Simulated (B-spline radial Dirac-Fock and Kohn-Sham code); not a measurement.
# Dipole and non-dipole photoemission parameters of Mo⁵⁺ 4p3/2

System: the Mo⁵⁺ ion, configuration [Kr] 4d1; threshold 107.6 eV (orbital energy of the model). Method: Dirac-Hartree-Slater photoionisation with a Latter tail; cross sections with all multipoles, angular parameters from the dipole term and its interference with E2. Computed with a radial B-spline solver.

For linearly polarised light dσ/dΩ = σ/(4π) [1 + β P₂(cos θ) + (δ + γ cos²θ) sin θ cos φ], with θ from the polarisation vector and φ the angle between the beam and the projection of the electron momentum on the plane normal to the polarisation.

```tsv
hν (eV)	σ (kb)	β	γ	δ
150	320	0.312	-0.033	0.038
159	307	0.450	0.005	0.038
200	262	0.873	0.121	0.028
246	218	1.143	0.179	0.018
273	195	1.245	0.190	0.013
400	121	1.495	0.131	0.002
455	101	1.551	0.095	0.001
540	78.8	1.609	0.049	0.000
661	57.8	1.654	0.005	0.000
800	?	?	?	?
814	41.0	1.681	-0.022	0.000
943	31.5	1.690	-0.025	0.001
1000	28.3	1.692	-0.022	0.001
1240	18.9	1.691	0.009	0.002
1770	9.22	1.663	0.132	0.005
2000	7.08	1.646	0.194	0.007
2280	5.29	1.625	0.270	0.009
2340	4.99	1.620	0.286	0.009
3220	2.35	1.552	0.514	0.017
4040	1.33	1.492	0.701	0.026
5100	0.724	1.420	0.907	0.039
9251.7	0.136	1.195	1.454	0.097
12000	0.0621	1.080	1.681	0.136
15000	0.0310	0.975	1.860	0.179
```

Problem. Give the values at 800 eV.

Solution. σ = 42.2 kb, β = 1.679, γ = -0.021, δ = 0.000.
